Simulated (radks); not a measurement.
Te IX, 44 electrons, occupied as [Kr] 4d8. All-electron calculation, Dirac Kohn-Sham, relativistic LDA (MacDonald-Vosko exchange, VWN5 correlation), spin-unpolarised, spherical densities, finite nucleus; open shells fill j = l - 1/2 first; Fermi nuclear charge, rms radius 4.7423 fm. Program: a radial shooting solver on a logarithmic mesh with Libxc functionals.

Normalised radial functions P(r) = r R(r) (large component), r in bohr:

```
   r/bohr * 4s1/2, o 4p1/2, + 4d3/2 (the largest magnitude, 1.34, reaches the edge; | marks zero, & curves that meet)
 0.003055                             &  *
 0.003914                             &   *
 0.005056                             +o  *
 0.006531                             +o   *
 0.008437                             +o    *
   0.0109                             + o   *
  0.01408                             +  o  *
  0.01819                             +   o *
  0.02349                             +   *o
  0.03035                             |+*    o
   0.0392                           * |+       o
  0.05063                       *     | +       o
  0.06489                    *        |   +     o
  0.08382                   *         |     + o
   0.1083                      *      |  o     +
   0.1399                        o    *          +
   0.1807                 o           |         *  +
   0.2334              o              |           +   *
   0.3015                   o         |     +     *
   0.3894                          + *| o
    0.503           *   +             |                o
   0.6498  *    +                     |                         o
   0.8327    * +                      |                        o
    1.076          +   *              |                o
    1.389                 +     *     |       o
    1.795                        +  * | o
    2.318                           + &
    2.995                             &
```

4s1/2: eigenvalue -284.05 eV, 3 radial nodes at r = 0.0348, 0.139, 0.382 bohr, <r> = 0.754 bohr, 90 % of the charge inside 1.09 bohr. 4p1/2: eigenvalue -240.72 eV, 2 radial nodes at r = 0.120, 0.375 bohr, <r> = 0.784 bohr, 90 % of the charge inside 1.14 bohr. 4d3/2: eigenvalue -159.63 eV, 1 radial node at r = 0.360 bohr, <r> = 0.896 bohr, 90 % of the charge inside 1.34 bohr.
